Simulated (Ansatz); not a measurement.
`[CH3][AlH][TeH]` + `C=C(C)Cl` → `[CH3][AlH][CH3]` + `C=C(Cl)[TeH]`  (formal exchange of groups at the Al–Te bond)

Isolated molecules relaxed with PBE0-D4/def2-TZVP in Ansatz; ΔE leaves out vibrations. CCSD(T)/CBS is the MP2 limit (def2-TZVPP, def2-QZVPP) plus CCSD(T) − MP2 in def2-TZVPP, frozen cores. DFT in def2-TZVPP. def2 core potentials past Kr. For Te outer-core shells are correlated without core-valence functions, which leaves a few kJ/mol of doubt a bond.

```json
{"species": "`[CH3][AlH][TeH]`", "r2SCANh-D4 energy (Eh)": "-551.66270"}
{"species": "`C=C(C)Cl`", "r2SCANh-D4 energy (Eh)": "-577.45788"}
{"species": "`[CH3][AlH][CH3]`", "r2SCANh-D4 energy (Eh)": "-322.80765"}
{"species": "`C=C(Cl)[TeH]`", "r2SCANh-D4 energy (Eh)": "-806.25530"}
```

(1) Work out ΔE.

Largest T1 diagnostic among the species: 0.011.

Answers

(1) ΔE = (-322.80765) + (-806.25530) − (-551.66270) − (-577.45788) = 0.05763 Eh = +151.3 kJ/mol. CCSD(T)/CBS gives +144.7 kJ/mol.

From PBE to PBE0 (25 % exact exchange), in def2-TZVPP and without D4, ΔE moves by +9.2 kJ/mol. At CCSD(T), def2-SVP lies +20.6 kJ/mol from the extrapolated value and def2-TZVPP +0.4 kJ/mol. Leaving LDA and LC-ωPBE aside and taking each functional with its dispersion term where it has one, the values, not all of them listed here, spread over 23.4 kJ/mol, from BLYP-D4 to r2SCAN0-D4. LDA lies +6.5 kJ/mol from PBE without D4.
